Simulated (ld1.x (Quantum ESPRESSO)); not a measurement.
**W: one change to a PAW potential, before and after**

tungsten, PAW, made with ld1.x (Quantum ESPRESSO) 7.5 (PBEsol, scalar-relativistic). Core [Xe], reference 4f13.5 5d4.5 6s2 6p0. Waves: 6s (bound): rcut 2.65, rcutus 3.05 bohr; 6s channel at 1.8 Ry: rcut 2.65, rcutus 3.05 bohr; 6p (bound, empty): rcut 2.95, rcutus 3.90 bohr; 6p channel at 2.1 Ry: rcut 2.95, rcutus 3.90 bohr; 5d (bound): rcut 2.10, rcutus 2.25 bohr; 5d channel at 0.3 Ry: rcut 2.10, rcutus 2.25 bohr; 4f (bound): rcut 0.75, rcutus 1.00 bohr; 4f channel at -0.4 Ry: rcut 0.75, rcutus 1.00 bohr. Local part: all-electron potential smoothed inside 2.40 bohr (lloc = -1). Core correction: Bessel-smoothed model core, default radius (core density twice the valence density). Augmentation charge: BESSEL, radius 0.85 bohr.

All-electron outer shells of the reference configuration (PBEsol, scalar-relativistic, ld1.x):

```csv
shell,level (eV),outermost node (bohr),outermost maximum (bohr)
5s,-81.11,0.53,0.96
5p,-44.70,0.57,1.09
4f,-37.66,–,0.43
6s,-5.81,1.27,2.61
5d,-5.02,0.63,1.47
6p,-1.31,1.52,3.65
```

Change: local potential all-electron potential smoothed inside 2.72 bohr (lloc = -1).

Cutoffs: the cutoffs (Ry, on a coarse ladder) from which the occupation-weighted sum of valence levels, in a spherical-Bessel basis at the reference potential, stays within 10 and 1 mRy of its value at 400 Ry; they do not see the model core or the augmentation charge, which bear on the density cutoff. Errors are all-electron minus pseudo energies relative to the spin-unpolarised reference configuration.

Task: What does the change do?

Result: Of the 7 tests that both files solve, the error grows in 5 and shrinks in 0 by more than 15 % and 0.3 meV (median size 255.4 → 334.0 meV); the range in which the s phases agree widens (upper end 1.1 → 3.0); neither file shows a bound ghost. The local part now departs from the all-electron potential out to 2.72 bohr, far beyond the f radius of 1.00 bohr, and whatever the projectors do not describe feels it: the likely cause.

```csv
quantity,base,changed
"cutoff, loose",230 Ry,230 Ry
"cutoff, tight",over 300 Ry,over 300 Ry
bound ghosts,none,none
"error for 4f14 5d4 6s2 6p0, meV [ΔE -15.37 eV]",-253,-334
"error for 4f14 5d4 6s1 6p0, meV [ΔE -6.44 eV]",-194,-312
"error for 4f14 5d4 6s0 6p0, meV [ΔE 9.25 eV]",-255,-357
"error for 4f14 5d2 6s0 6p0, meV [ΔE 71.88 eV]",-386,-473
"error for 4f14 5d4.5 6s1.5 6p0, meV [ΔE -14.67 eV]",-249,-356
"error for 4f13 5d5 6s1 6p0, meV [ΔE 26.50 eV]",-279,-318
"error for 4f14 5d3 6s2 6p1, meV [ΔE -11.30 eV]",-289,-297
s: phases at 4.27 bohr within 0.05 rad from the reference energy up to (Ry; the scan ends near 5),1.1,3.0
p: phases at 4.27 bohr within 0.05 rad from the reference energy up to (Ry; the scan ends near 5),2.9,3.3
d: phases at 4.27 bohr within 0.05 rad from the reference energy up to (Ry; the scan ends near 5),to the end of the scan,to the end of the scan
f: phases at 4.27 bohr within 0.05 rad from the reference energy up to (Ry; the scan ends near 5),2.4,2.4
lowest overlap eigenvalue by channel,"s 0.55, p 0.72, d 0.94, f 1.00","s 0.60, p 0.74, d 0.97, f 1.00"
```
